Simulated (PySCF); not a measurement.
Structure from NMR data

Molecular formula: C8H13F. Simulated spectra:

1H NMR (300 MHz, computed): δ 1.92 (m, 1H), 1.89 (m, 1H), 1.89 (m, 1H), 1.82 (m, 1H), 1.66 (m, 1H), 1.63 (m, 1H), 1.58 (m, 1H), 1.54 (m, 1H), 1.46 (m, 1H), 1.26 (m, 1H), 1.24 (m, 1H), 1.20 (m, 1H), 1.17 (m, 1H).

13C{1H} NMR (computed): δ 100.9 (C), 46.7 (CH2), 41.5 (CH2), 38.7 (CH), 36.9 (CH2), 35.4 (CH2), 30.1 (CH2), 23.4 (CH2).

Calculated, not measured (PySCF): structure optimised with PBE0-D3(BJ)/def2-SVP, NMR shieldings at B3LYP/pcSseg-1/GIAO. A single conformation, no solvent model, no relativistic terms.

δ = σ(ref) − σ, references computed at the same level: 1H (σref 31.38) and 13C (σref 179.24) vs TMS.

**Question.** Deduce the structure.

**Answer.** 
- The formula gives 2 degrees of unsaturation (2 rings in the answer).
- 8 carbon signals for 8 carbons: no two carbons are equivalent.
- Carbon types of the structure: 1 × C, 1 × CH, 6 × CH2, which accounts for all hydrogens.
- δC 100.9: fully substituted sp3 carbon bonded to F; deshielded by the electronegative neighbour.
- δC 46.7, 41.5, 36.9, 35.4, 30.1, 23.4: sp3 CH2 in a ring; a saturated carbon with 2 carbon neighbours and no heteroatom attached.
- δC 38.7: sp3 CH in a ring; a saturated carbon with 3 carbon neighbours and no heteroatom attached.
- δH 1.92: hydrogen on an sp3 CH in a ring; far from electronegative atoms and π systems.
- δH 1.89, 1.89, 1.82, 1.66, 1.63, 1.58, 1.54, 1.46, 1.26, 1.24, 1.20, 1.17: hydrogen on an sp3 CH2 in a ring.

These data were computed for SMILES C1[C@]2(F)CCC[C@H]1CC2.

This is the structure that produced the data.

Splittings by 19F in the carbon and heteronuclear signals aren't shown, as no couplings were computed. Shifts are as computed. Against solution values, carbons near 30 ppm lie about +2 ppm off and those near 130 ppm about +6 ppm. Of 1211 compounds with measured shifts, 218 miss one by over three times the rms of a fit or turn the order of signals round; such compounds aren't used in these exercises. Multiplicities follow the n + 1 count of equivalent neighbours, as no J values were calculated; m marks all less simple cases, F and P coupling included.
